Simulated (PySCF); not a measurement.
## Structure from NMR data

Molecular formula: C7H7FO3. Simulated spectra:

$^{1}$H NMR (400 MHz, computed): δ 7.99 (s, 1H), 6.89 (m, 1H), 6.60 (m, 1H), 6.31 (m, 1H), 6.27 (m, 1H), 5.62 (m, 1H), 5.62 (m, 1H).

$^{13}$C{$^{1}$H} NMR (computed): δ 162.4 (CH), 149.6 (CH), 145.3 (CH), 138.5 (CH), 123.7 (CH2), 119.4 (CH), 115.6 (C).

- shielding tensors at PBE0/pcSseg-1 (GIAO)
- structure optimised with GFN2-xTB
- run in PySCF 2.14
- non-relativistic Hamiltonian, in vacuum, one conformer

References, each an isolated molecule treated in the same way: $^{1}$H (σref 31.72) and $^{13}$C (σref 186.93) vs TMS.

Task: Propose a structure and justify it.

Result: 
1. Rings plus π bonds: 4 (1 ring in the answer).
2. 7 carbon signals for 7 carbons: no two carbons are equivalent.
3. Carbon types of the structure: 1 × C, 5 × CH, 1 × CH2, which accounts for all hydrogens.
4. δC 162.4: ester carbonyl carbon; it is a carbonyl in resonance with an O or N lone pair, the region of acids, esters and amides.
5. δC 149.6, 145.3, 138.5: alkene CH; the olefinic region.
6. δC 123.7: terminal =CH2 carbon; an sp2 carbon of a C=C bond.
7. δC 119.4: allylic sp3 CH bonded to F and O; 2 electronegative neighbours deshield it.
8. δC 115.6: sp3 carbon bearing two oxygens; 2 electronegative neighbours deshield it.
9. δH 6.60: hydrogen on an allylic sp3 CH bonded to F and O; its carbon carries F and O, an electronegative neighbour.
10. δH 5.62, 5.62: hydrogen on a terminal =CH2 carbon; attached to an sp2 carbon and in the plane of the double bond.

The compound is SMILES C(=C)[C@@]1(OC=O)C=C[C@H](F)O1.

This is the structure that produced the data.

Splittings by $^{19}$F in the carbon and heteronuclear signals aren't shown, as no couplings were computed. Shifts are as computed. Against solution values, carbons near 30 ppm lie about +3 ppm off and those near 130 ppm about +5 ppm. Of 1211 compounds with measured shifts, 218 miss one by over three times the rms of a fit or turn the order of signals round; such compounds aren't used in these exercises. Multiplicities follow the n + 1 count of equivalent neighbours, as no J values were calculated; m marks all less simple cases, F and P coupling included.
